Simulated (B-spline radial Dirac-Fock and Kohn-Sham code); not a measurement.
**Core-level shifts of osmium with charge state**

Calculated with a B-spline atomic structure program, using Dirac-Fock (average of configuration) total-energy differences with a finite nucleus, the Breit interaction including its frequency dependence, and self-energy and vacuum-polarisation corrections. Each ion is free and in its tabulated ground configuration. Correlation energy is missing from these numbers.

Reference: Os⁶⁸⁺, [He] 2s2 2p4, with K (1s) 80941.5 eV. Shifts from it, in eV (a dash: the subshell is empty, belongs to an open shell averaged over j, or its hole state is left out as unreliable):

```
  ion  configuration   K (1s)
Os⁶⁹⁺   [He] 2s2 2p3   +510.1
Os⁷⁰⁺   [He] 2s2 2p2  +1025.4
Os⁷¹⁺   [He] 2s2 2p1  +1546.1
Os⁷²⁺       [He] 2s2  +2072.1
Os⁷⁴⁺            1s2  +3029.7
Os⁷⁵⁺            1s1  +4672.6
```
